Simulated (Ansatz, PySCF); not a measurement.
Gas-phase reaction (SMILES): [Cl][AlH][Cl] + Cl (HCl) → [Cl][Al]([Cl])[Cl] + [H][H] (H2); hydrogen chloride cleaves one Al-H bond, a model of a ligand-exchange step.

Structures are relaxed separately at B3LYP-D3(BJ)/def2-TZVP in Ansatz (a program for electronic structure). Correlated levels leave the core frozen unless marked. Spin-orbit coupling is left out. Non-relativistic. CBS(X,Y): correlation extrapolated as X^-3; Hartree-Fock from the larger set. Thermal terms are rigid-rotor harmonic-oscillator values from B3LYP-D3(BJ) frequencies (Ansatz or PySCF) at 298.15 K and 1 atm. 1 Eh = 627.5095 kcal/mol.

```json
[
 {"species": "[Cl][AlH][Cl]", "E, CCSD(T)/CBS(cc-pV(T+d)Z,cc-pV(Q+d)Z) (Ansatz) (Eh)": "-1162.30011", "E, PBE0-D4/def2-TZVPD (Ansatz + dftd4) (Eh)": "-1163.18627", "H - E (Eh)": "0.01512"},
 {"species": "Cl (HCl)", "E, CCSD(T)/CBS(cc-pV(T+d)Z,cc-pV(Q+d)Z) (Ansatz) (Eh)": "-460.37849", "E, PBE0-D4/def2-TZVPD (Ansatz + dftd4) (Eh)": "-460.66608", "H - E (Eh)": "0.01000"},
 {"species": "[Cl][Al]([Cl])[Cl]", "E, CCSD(T)/CBS(cc-pV(T+d)Z,cc-pV(Q+d)Z) (Ansatz) (Eh)": "-1621.55610", "E, PBE0-D4/def2-TZVPD (Ansatz + dftd4) (Eh)": "-1622.73354", "H - E (Eh)": "0.01106"},
 {"species": "[H][H] (H2)", "E, CCSD(T)/CBS(cc-pV(T+d)Z,cc-pV(Q+d)Z) (Ansatz) (Eh)": "-1.17450", "E, PBE0-D4/def2-TZVPD (Ansatz + dftd4) (Eh)": "-1.16831", "H - E (Eh)": "0.01336"}
]
```

Work out ΔE and ΔH at 298.15 K at the first level, then ΔH at the second.


1. ΔE = [(-1621.55610) + (-1.17450)] - [(-1162.30011) + (-460.37849)] = -0.05200 Eh = -32.6 kcal/mol at CCSD(T)/CBS(cc-pV(T+d)Z,cc-pV(Q+d)Z).
2. The terms H - E add up to -0.00070 Eh, so ΔH = (-0.05200 + (-0.00070))×627.5095 = -33.1 kcal/mol.
3. At PBE0-D4/def2-TZVPD the same steps give ΔE = -31.1 and ΔH = -31.5 kcal/mol, a shift of +1.6 from the first level.
4. These values are not checked against measurement here, since the tables used lack a sound gas-phase enthalpy of formation for at least one species.
